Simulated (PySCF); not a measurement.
Compound: CH12GeSi3.
Structure used (PBE0-D3(BJ)/def2-SVP), in Å, numbered top down from 1:
```
atom  x, y, z in Å
Si1   -2.692   -0.318    0.138
C2    -1.554   -0.037    1.610
Si3    0.211    0.493    1.177
Si4    1.273   -1.082   -0.202
Ge5    0.209    2.609    0.068
H6    -2.825    0.941   -0.658
H7    -2.132   -1.380   -0.754
H8    -4.054   -0.743    0.587
H9    -2.002    0.735    2.259
H10   -1.506   -0.966    2.204
H11    1.017    0.637    2.434
H12    0.679   -1.066   -1.574
H13    2.728   -0.750   -0.312
H14    1.138   -2.464    0.358
H15   -0.731    3.598    0.786
H16   -0.266    2.468   -1.391
H17    1.629    3.208    0.054
```

Theory: core-valence-separated Tamm–Dancoff BHandHLYP/aug-pcX-1 (pcseg-1 on H, def2-SVPD on Si, def2-SVPD on Ge) in PySCF, non-relativistic, gas phase, PBE0-D3(BJ)/def2-SVP geometry. No empirical shift is added; at this level the pattern usually sits a few eV under experiment.

Task: List the carbon K-edge absorption lines.

Result: 
| E (eV) | f | core hole on | main final orbital |
| --- | --- | --- | --- |
| 284.88 | 0.0017 | C2 | LUMO (85 %) |
| 285.61 | 0.0359 | C2 | spread |
| 285.68 | 0.0285 | C2 | spread |
| 285.92 | 0.0022 | C2 | LUMO+1 (40 %) |
| 286.10 | 0.0315 | C2 | spread |
| 286.33 | 0.0006 | C2 | LUMO+2 (39 %) |
| 286.59 | 0.0006 | C2 | LUMO+3 (35 %) |

The first line with a tenth or more of the strongest one's intensity is at 285.61 eV (f = 0.036), with the hole on C2 (sp3 carbon bound to silicon). It is also the strongest listed.

Roots within 0.03 eV whose holes lie on the same, on equivalent or on shared atoms are summed into one line, and the highest roots are left out, as the search may have cut off their partners. Final orbitals are the ground state's empty Kohn–Sham orbitals.

Task: What is the summed oscillator strength of the listed C K lines, and their intensity-weighted mean energy?

Result: Σf = 0.101 over 7 lines from 284.88 to 286.59 eV; the weighted mean is 285.79 eV. The strongest line holds 35 % of the sum.

Only the lowest roots of each edge were sought. The BHandHLYP/aug-pcX-1 (pcseg-1 on H, def2-SVPD on Si, def2-SVPD on Ge) calculation is non-relativistic and has no spin–orbit coupling, an omission that weighs most on germanium.

Time: 33 s of wall time; peak memory 0.88 GiB. Hardware: one thread of an Arm Neoverse N1, no GPU, on a shared host.

One conformer stands for the species.
